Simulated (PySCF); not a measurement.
Working out the ionisation energy of Si⁺

Si⁺ [Ne] 3s2 3p1 (2P) → Si²⁺ [Ne] 3s2 (1S). Computed with PySCF 2.14 in cc-pVDZ-DK, with scalar relativity by spin-free X2C-1e. Frozen: [Ne]. Energies in hartree (1 hartree = 27.21139 eV):

```csv
part,Si⁺ (lower),Si²⁺ (upper)
UHF,-289.171607,-288.590910
CCSD correlation,-0.053027,-0.043337
(T),-0.000634,0.000000
```

**Question.** What does Hartree-Fock give?

**Answer.** (-288.590910) − (-289.171607) = 0.580697 hartree = 15.802 eV.

**Question.** What do CCSD and CCSD(T) give?

**Answer.** The CCSD correlation energies differ by 0.009690 hartree = 0.264 eV and the triples by 0.000634 hartree = 0.017 eV, so CCSD gives 16.066 eV and CCSD(T) 16.083 eV.

Measured between the centres of the two terms (NIST): 16.322 eV, so CCSD(T) (valence) is off by -0.239 eV.

A double-zeta basis recovers only part of the correlation energy.

What remains against the reference includes basis incompleteness, the frozen core and higher excitations.
